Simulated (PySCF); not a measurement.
Si(F)(SH)3 (FH3S3Si), SMILES S[Si](F)(S)S.

Coordinates come from a r2SCAN-D4/def2-SVP optimisation. This is a generated structure with no PubChem entry under its InChIKey; it may be hypothetical. Other conformers were not sampled.

The numbers are results of r2SCAN-D4/def2-SVP in PySCF, not measurements.

Frequencies are harmonic and unscaled.

Modes within 1.5 cm⁻¹ of each other (mostly degenerate sets) share a row, with their intensities summed.

| mode | ν (cm⁻¹) | IR (km/mol) | Raman (Å⁴/amu) | depolarisation | moving atoms (share of kinetic energy) |
|---|---|---|---|---|---|
| 1–2 | 102 | 16.4 | 10.3 | 0.75 | S 45 %, H 37 %, F 18 % |
| 3–4 | 180 | 8.7 | 3.9 | 0.75 | H 52 %, S 41 % |
| 5 | 187 | 0.0 | 0.4 | 0.56 | S 49 %, Si 25 %, F 18 %, H 8 % |
| 6–7 | 258 | 45.0 | 5.8 | 0.75 | F 45 %, S 33 %, H 17 % |
| 8 | 291 | 39.3 | 9.2 | 0.75 | H 91 %, S 8 % |
| 9 | 416 | 1.7 | 17.3 | 0.03 | S 73 %, F 11 %, Si 9 % |
| 10–11 | 579 | 280.9 | 10.4 | 0.75 | Si 58 %, S 33 %, H 9 % |
| 12 | 706 | 6.0 | 11.7 | 0.52 | H 87 % |
| 13–14 | 751 | 49.0 | 26.2 | 0.75 | H 83 %, Si 9 % |
| 15 | 895 | 108.2 | 2.0 | 0.01 | F 50 %, Si 46 % |
| 16–18 | 2675 | 2.6 | 537.0 | 0.03 | H 97 % |
